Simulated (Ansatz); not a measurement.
Cost and result for the atomization energy of `[SH][Ga]([SH])[SH]` (7 atoms, 6 bonds).

The species carries charge 0 and has multiplicity 1. Correlated methods include outer-core shells of Ga, which these sets cover unevenly. Scalar relativity is left out up to krypton. Geometry: relaxed with PBE0-D4/def2-TZVP. It is one conformer, not always the lowest. Program: Ansatz. Hardware: A = 2 threads of an AMD EPYC 7R13 on a shared host; B = 2 threads of an AMD EPYC 7R13 on a shared host and a share of an NVIDIA H100 80 GB. Times are those of one run each, without the atoms' runs, and a repeat can differ threefold. Electronic energies, without spin–orbit coupling; frozen cores. CCSD(T)/CBS adds CCSD(T) − MP2 in def2-TZVPP to the MP2 limit, and its time is that of the two runs behind it. T1 = 0.012. With those shells the extrapolation isn't a true limit. B3LYP takes the VWN-RPA correlation (the form of Gaussian; ORCA's B3LYP/G).

CCSD(T)/CBS is a level of theory with its own doubt, some kJ/mol a heavy atom from the limit and from the frozen cores, so smaller differences don't rank the functionals.

| level | functions | wall time | atomization (kJ/mol) | difference from CCSD(T)/CBS | per bond |
| --- | --- | --- | --- | --- | --- |
| CCSD(T)/def2-TZVPP [B] | 216 | 4.1 s | 1939.5 | -60.9 | -10.1 |
| PBE-D4/def2-TZVPP (with forces) [A] | 216 | 4.3 s | 2012.7 | 12.3 | 2.0 |
| PBE0-D4/def2-TZVPP [A] | 216 | 6.5 s | 1987.1 | -13.3 | -2.2 |
| r2SCAN-D4/def2-TZVPP (with forces) [A] | 216 | 8 s | 2013.9 | 13.5 | 2.2 |
| B3LYP-D4/def2-TZVPP (with forces) [A] | 216 | 9 s | 1956.9 | -43.5 | -7.3 |
| B2PLYP/def2-TZVPP [A] | 216 | 10 s | 1939.3 | -61.1 | -10.2 |
| ωB97X-V/def2-TZVPP [A] | 216 | 13 s | 2012.7 | 12.3 | 2.0 |
| CCSD(T)/def2-QZVPP [B] | 389 | 14 s | 1979.2 | -21.2 | -3.5 |
| ωB97M-V/def2-TZVPP (with forces) [A] | 216 | 18 s | 2002.7 | 2.3 | 0.4 |
| CCSD(T)/CBS(def2) | – | 18 s | 2000.4 | 0.0 | 0.0 |

In def2-TZVPP, CCSD(T) changes the Hartree–Fock value by +559.6 kJ/mol (the triples alone add +43.3 kJ/mol) and MP2 by +591.4 kJ/mol; breaking electron pairs costs correlation energy, which Hartree–Fock lacks. The D4 term adds +37.1 kJ/mol with B3LYP and +19.6 kJ/mol with PBE0; it sums over pairs of atoms, weighted by their polarisabilities, and B3LYP, whose exchange is more repulsive, gets the larger term. From PBE to PBE0 (25 % exact exchange), in def2-TZVPP and without D4, the atomization energy moves by −22.7 kJ/mol: exact exchange takes away binding that semilocal exchange gives to molecules.
